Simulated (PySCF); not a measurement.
Gas-phase reaction: 3 SnCl4 + 2 SnHCl = SnH2Cl2 + 4 SnCl3

Method: PySCF energies (xtb for GFN2) plus ideal-gas RRHO corrections (1 bar). † marks an energy on the PBE0/def2-TZVP geometry and frequencies; other levels use their own. MP2 freezes the core. Open shells (unrestricted): SnCl3 (multiplicity 2); the rest are closed-shell singlets. GFN2 has no spin-polarisation term. Sn: scalar-relativistic def2 core potential, no spin-orbit coupling. SnHCl, SnH2Cl2, SnCl3: computed as isolated molecules; such fragments, hydroxides, amides, oligomers or adducts are transient or little studied in the gas. MP2 isn't extrapolated to the basis-set limit.

LDA/def2-TZVP† gives ΔH°(298 K) = 143 kJ.

**Question.** What do PBE/def2-SVP, MP2/def2-SVP†, GFN2-xTB give?

**Answer.** PBE/def2-SVP: 114 kJ; MP2/def2-SVP†: 198 kJ; GFN2-xTB: 20 kJ. For scale, ΔH°(298 K) is 143 kJ at this level, 187 kJ at ωB97M-V/def2-TZVP†, and runs from 20 to 229 kJ over the 17 levels computed.
